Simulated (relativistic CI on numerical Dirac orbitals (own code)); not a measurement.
**L2,3 absorption of nickel in several valence states**

Computed multiplet spectra 2p⁶3dⁿ → 2p⁵3dⁿ⁺¹ (Dirac-Coulomb-Breit ions, Slater integrals scaled by 0.8, an assumed crystal field that grows with the charge, no charge transfer; 300 K; Lorentzian 0.4 eV and Gaussian 0.3 eV FWHM at both edges, so that L2 comes out sharper than in experiment). Peaks over 5 % are given in eV from the highest peak in the L3 region of each spectrum (height, largest 100). S of the lowest state is read from ⟨S²⟩, and the branching ratio is the share of L3, cut at the minimum between the edges.

Field parameters in Wybourne normalisation: Oh B⁴₀ = 21Dq, B⁴₄ = √(5/14) B⁴₀. The field is a parameter set, without covalency.

- Ni²⁺ (d8, Oh, 10Dq = 12750 cm⁻¹): S = 1.00, branching ratio 0.74; peaks 0.0 (100), 1.3 (9), 2.2 (25), 17.4 (25), 18.5 (25)
- Ni⁴⁺ (d6, Oh, 10Dq = 20200 cm⁻¹): S = 0.19, low spin, branching ratio 0.71; peaks -2.8 (10), -2.2 (6), 0.0 (100), 1.3 (23), 2.3 (41), 4.4 (8), 16.8 (44), 18.1 (16), 18.9 (14)

Question: What spin state follows for Ni³⁺ in Oh, 10Dq = 16450 cm⁻¹, and does its branching ratio lie nearer 2/3 or nearer 0.8?

Answer: Ni³⁺ (d7, Oh, 10Dq = 16450 cm⁻¹): S = 1.50, high spin, branching ratio 0.82; peaks -4.2 (65), -2.2 (77), -1.5 (82), 0.0 (100), 1.5 (18), 2.9 (7), 15.9 (22), 16.9 (22), 17.7 (24), 19.1 (6). High-spin states, above all those with an unquenched orbital moment, raise the ratio above the statistical 2/3; low spin and nearly empty shells keep it near or below 2/3.

The centroid of the whole edge, which also moves with the branching ratio, lies at 860.3 (Ni²⁺), 860.9 (Ni³⁺), 866.5 (Ni⁴⁺) eV in this ionic model, in steps of 0.6 to 5.6 eV. Compounds show about 1 to 2 eV a unit and lower energies for the high valences, since ligands screen the charge. The multiplet shape follows the d count and the spin state, and so serves as a fingerprint of valence. Real compounds of Ni³⁺ are mostly low spin, since covalency shrinks the Slater integrals more than this scale does. Ni⁴⁺ lies at a spin crossover.
